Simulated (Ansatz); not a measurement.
`CSB(C)O` + H–F → `CSB(O)F` + CH₄  (ligand exchange at a B–C bond)

Gas-phase electronic energies from Ansatz, PBE0-D4/def2-TZVP geometries. CBS: MP2 limit from def2 TZ/QZ plus the TZ coupled-cluster correction, frozen cores. This one scheme is used for every species. Functionals use def2-TZVPP. B3LYP here is the variant with VWN-RPA as its local correlation; programs differ in this. HSE06 is defined as in plane-wave codes. One conformer a species, not always the lowest.

```csv
level,ΔE (kcal/mol),difference from CCSD(T)/CBS
B97M-V,-35.5,-3.9
PBE0-D4,-31.9,-0.3
HSE06-D4,-31.9,-0.3
BHLYP-D4,-35.4,-3.8
ωB97X-V,-33.7,-2.1
BLYP,-36.1,-4.5
B3LYP,-36.0,-4.4
r2SCANh,-34.5,-2.9
LC-ωPBE,-33.4,-1.8
CCSD/def2-SVP,-38.1,-6.5
HF/def2-TZVPP,-39.0,-7.4
MP2/def2-TZVPP,-31.9,-0.3
SCS-MP2/def2-TZVPP,-33.4,-1.8
CCSD/def2-TZVPP,-33.4,-1.8
HF/def2-QZVPP,-39.0,-7.4
MP2/def2-QZVPP,-31.2,0.4
CCSD(T)/CBS,-31.6,0
```

Largest T1 diagnostic among the species: 0.012.

At CCSD(T), def2-SVP lies −6.2 kcal/mol from the extrapolated value and def2-TZVPP −1.2 kcal/mol. Leaving LDA and LC-ωPBE aside and taking each functional with its dispersion term where it has one, the values, not all of them listed here, spread over 4.9 kcal/mol, from B97M-V to revPBE-D4. LDA lies +0.8 kcal/mol from PBE without D4.
